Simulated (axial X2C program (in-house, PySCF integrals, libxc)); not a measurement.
# Bond lengths and stretching modes, held linear, of NAsO⁺

Calculated with an axial X2C code built on PySCF integrals: two-component X2C with atomic mean-field Coulomb and Gaunt terms, Gaussian nuclei, basis N dyall-av3z, As dyall-v3z, O dyall-av3z with contracted cores. Spin-free rows use the one-electron spin-free X2C Hamiltonian.

Masses N 14.003, As 74.922, O 15.995 u. States: 2c Ω = 3/2 (beyond evenly filled blocks: ω = 3/2); spin-free M_S = 1/2, Λ = 1 (beyond evenly filled blocks: π+α, π+β, π-α).

PBE0, 2c: energies above the lowest point

```json
{"r(N–As) (Å)": "1.6575", "r(As–O) (Å)": "1.5386", "E (meV)": "73.55"}
{"r(N–As) (Å)": "1.6575", "r(As–O) (Å)": "1.5780", "E (meV)": "27.10"}
{"r(N–As) (Å)": "1.6575", "r(As–O) (Å)": "1.6174", "E (meV)": "61.97"}
{"r(N–As) (Å)": "1.7000", "r(As–O) (Å)": "1.5386", "E (meV)": "42.53"}
{"r(N–As) (Å)": "1.7000", "r(As–O) (Å)": "1.5780", "E (meV)": "0.00"}
{"r(N–As) (Å)": "1.7000", "r(As–O) (Å)": "1.6174", "E (meV)": "40.02"}
{"r(N–As) (Å)": "1.7000", "r(As–O) (Å)": "1.6569", "E (meV)": "142.85"}
{"r(N–As) (Å)": "1.7425", "r(As–O) (Å)": "1.5386", "E (meV)": "64.18"}
{"r(N–As) (Å)": "1.7425", "r(As–O) (Å)": "1.5780", "E (meV)": "24.65"}
{"r(N–As) (Å)": "1.7425", "r(As–O) (Å)": "1.6174", "E (meV)": "68.58"}
{"r(N–As) (Å)": "1.7850", "r(As–O) (Å)": "1.5780", "E (meV)": "88.31"}
{"r(N–As) (Å)": "1.7850", "r(As–O) (Å)": "1.6569", "E (meV)": "246.93"}
```

Problem. Fit a quadratic surface with cubic terms in each bond: where is the minimum, and what are the two stretching wavenumbers?

Solution. At PBE0, 2c: bonds 1.699 and 1.577 Å; harmonic stretches 798.3 and 1052.9 cm⁻¹; force constants 4.61, 8.54 and coupling 0.38 mdyn/Å.

The other levels and Hamiltonians give:

```
Hamiltonian  level  r(N–As) (Å)  r(As–O) (Å)  lower stretch (cm⁻¹)  upper stretch (cm⁻¹)
         2c    LDA        1.688        1.595                 818.4                 987.6
  spin-free   PBE0        1.698        1.577                 801.0                1048.7
  spin-free    LDA        1.687        1.596                 820.2                 985.7
```

Each state is one determinant, the lowest of a limited PBE0 search; the stretches come from a fit to these few points and carry an uncertainty of a few per cent. Other orders of the atoms were not compared. Left out for rough or failed fits: HF 2c, MP2 2c, HF spin-free, MP2 spin-free. The molecule was held linear; bending was not examined, so a bent shape may lie lower. Note: functional without a current term on a determinant with orbital currents, of the molecule or an atom.
